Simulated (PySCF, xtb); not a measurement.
CH7BO2Si, SMILES B(O)([SiH2]C)O. The values are those of a single conformer.

Harmonic wavenumbers (cm⁻¹) from GFN2-xTB in xtb at its own minimum, in rising order: 7, 111, 124, 196, 347, 420, 452, 561, 564, 596, 671, 684, 739, 806, 821, 844, 954, 967, 1206, 1264, 1364, 1490, 1494, 2092, 2193, 3026, 3035, 3048, 3562, 3659.

**Question.** What does PBE-D3(BJ)/def2-SVP run with PySCF give at its own minimum? (Estimate from the structure and the level; the computed values follow.)

**Answer.** 21, 103, 146, 250, 331, 363, 482, 512, 559, 614, 653, 670, 706, 855, 857, 905, 972, 994, 1211, 1267, 1381, 1385, 1391, 2112, 2120, 2981, 3082, 3086, 3660, 3759. Paired by order, the mean absolute difference is 40 cm⁻¹ and the zero-point energies are 53.3 and 53.5 kcal/mol.
